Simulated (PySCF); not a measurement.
## Dipole response of Mg(2+) (magnesium, charge +2)

[Ne], closed-shell 1S. Computed with PySCF 2.14 in aug-cc-pVTZ (6s5p3d2f, 50 functions), with the non-relativistic Hamiltonian (point nucleus). Coupled (time-dependent) response in atomic units; α is the mean over directions.

```json
{"method": "UHF", "mean α (bohr³)": "0.2541", "C₆ (like pair)": "0.1305", "S(−4)": "0.03729"}
{"method": "PBE", "mean α (bohr³)": "0.2966", "C₆ (like pair)": "0.1646", "S(−4)": "0.05145"}
{"method": "PBE0", "mean α (bohr³)": "0.2824", "C₆ (like pair)": "0.1528", "S(−4)": "0.04650"}
{"method": "B3LYP", "mean α (bohr³)": "0.2863", "C₆ (like pair)": "0.1560", "S(−4)": "0.04786"}
{"method": "MN15", "mean α (bohr³)": "0.2770", "C₆ (like pair)": "0.1489", "S(−4)": "0.04433"}
```

S(−4) is the Cauchy moment in α(ω) = α(0) + S(−4) ω² + …

α(iu) at B3LYP:

| u (hartree) | α(iu) (bohr³) |
| --- | --- |
| 0 | 0.2863 |
| 0.0500 | 0.2862 |
| 0.100 | 0.2859 |
| 0.200 | 0.2844 |
| 0.300 | 0.2821 |
| 0.500 | 0.2749 |
| 0.750 | 0.2620 |
| 1.00 | 0.2461 |
| 1.50 | 0.2104 |
| 2.00 | 0.1756 |
| 3.00 | 0.1202 |
| 5.00 | 0.06044 |

A single London oscillator, α(iu) = α/(1 + u²/ω²), gives C₆ = (3/4) ω α². Matching the computed C₆ needs ω = 4 × 0.1560 / (3 × 0.2863²) = 2.54 hartree.

For an ion, C₆ is the dispersion term alone; charge-induced terms of lower order in 1/R come first.
